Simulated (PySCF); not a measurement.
Species: C7H13NP (charge -1).
SMILES with atom numbers: `[CH3:1]/[CH:2]=[CH:3]/[P-:4][N:5]1[CH2:6][CH2:7][CH2:8][CH2:9]1`

Structure used (PBE0-D3(BJ)/def2-SVP), in Å, numbered top down from 1:
```
atom  x, y, z in Å
C1     4.6341   -0.6014   -0.7150
C2     3.3771    0.2067   -0.7941
C3     2.1299   -0.2687   -0.5197
P4     0.5374    0.5372   -0.5638
N5    -0.4738   -0.8638   -0.0427
C6    -1.1963   -0.7377    1.2012
C7    -2.5689   -0.1282    0.8332
C8    -2.7742   -0.5644   -0.6331
C9    -1.4768   -1.3430   -0.9643
H10    5.3751   -0.2041    0.0127
H11    4.4097   -1.6368   -0.4042
H12    5.1814   -0.6705   -1.6805
H13    3.4958    1.2573   -1.0978
H14    2.0539   -1.3274   -0.2171
H15   -1.3578   -1.7388    1.6635
H16   -0.6237   -0.1240    1.9108
H17   -3.3833   -0.4589    1.5006
H18   -2.5072    0.9692    0.9012
H19   -2.8572    0.3161   -1.2893
H20   -3.6844   -1.1716   -0.7764
H21   -1.1362   -1.2011   -1.9994
H22   -1.6623   -2.4306   -0.8102
```

NICS is the negative of the GIAO shielding at a point without a nucleus: at the ring centre (0) and 1 Å above and below it (1); zz is the component along the ring normal. Level: GIAO PBE0/pcSseg-1 (PySCF, non-relativistic, gas phase) on the PBE0-D3(BJ)/def2-SVP geometry, one conformer.

Ring bond lengths (Å), with Mayer bond orders in brackets: N5–C6 1.444 (1.00), C6–C7 1.546 (1.01), C7–C8 1.544 (1.03), C8–C9 1.549 (1.01), C9–N5 1.444 (1.00).

Question: What do the NICS probes read (ppm)?

Answer: 
| ring | type | NICS(0) | NICS(1), two faces | NICS(1)zz, two faces | rms pucker (Å) | centre to ring atoms, mean (Å) |
| --- | --- | --- | --- | --- | --- | --- |
| N5–C6–C7–C8–C9 | 5-membered ring with N; formal bonds all single | -7.1 | -3.9 / -5.7 | -8.0 / -7.9 | 0.17 | 1.26 |

Question: What can be read from them?

Answer: 
- N5–C6–C7–C8–C9: mean NICS(1)zz -7.9 ppm, shielded. C6, C7, C8, C9 have four or more neighbours, so the value isn't read as a sign of a π ring current.

Question: At the first NICS(1) probe listed for ring N5–C6–C7–C8–C9, 1 Å off the ring, what do the in-plane components average?

Answer: The isotropic value is a third of the trace: (3 × -3.9 − (-8.0))/2 = -1.8 ppm.

Question: Give the inner angles of the rings and the Hirshfeld charges of the ring atoms.

Answer: 
- N5–C6–C7–C8–C9: N5 103.4° (-0.156 e), C6 105.9° (-0.050 e), C7 103.5° (-0.089 e), C8 103.5° (-0.089 e), C9 106.2° (-0.050 e); sum 522.4° against 540° for a flat convex ring.

Question: How do the values depend on the level or the medium?

Answer: 
```tsv
level	NICS(0), N5–C6–C7–C8–C9	mean NICS(1)zz, N5–C6–C7–C8–C9
PBE0/pcSseg-1, gas	-7.1	-7.9
PBE0/pcSseg-1, IEF-PCM dichloromethane	-7.2	-7.9
```

The geometry is the same throughout; the continuum's cavity takes Bondi-type radii × 1.2.

Time: 67 s (grids of density and orbitals included); peak memory 1.0 GiB. Hardware: Intel Xeon Platinum 8488C, one thread, shared host with 192 logical CPUs at a one-minute load of 53. This is the whole shielding run at PBE0/pcSseg-1, SCF included.
